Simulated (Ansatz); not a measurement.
Basis-set extrapolation for C$_{2}$H$_{4}$BNO, SMILES `BCOC#N` (PBE0-D4/def2-TZVP geometry, frozen core, Ansatz 0.2.0). Multiplicity 1, RHF reference.

|  | def2-TZVPP | def2-QZVPP |
| --- | --- | --- |
| HF | -232.092005 | -232.102146 |
| MP2 correlation | -0.831868 | -0.889997 |
| CCSD(T) correlation | -0.894591 | not run |

Energies in hartree. Use E(X) = E(∞) + A·exp(−7.88·√X) for Hartree–Fock and E(X) = E(∞) + B·X^(−2.97) for correlation, with X = 3 and 4, and add CCSD(T) minus MP2 of the smaller set to the MP2 limit.

Question: What is the CCSD(T) energy at the basis-set limit?

Answer: HF limit: -232.102146 + (-0.010141) × 0.13774 = -232.10354. MP2 limit: -0.889997 + (-0.058129) × 0.74074 = -0.93306. Higher-order term: -0.894591 − (-0.831868) = -0.06272. Total: -233.09932 hartree, 3.07 eV below CCSD(T)/def2-TZVPP.
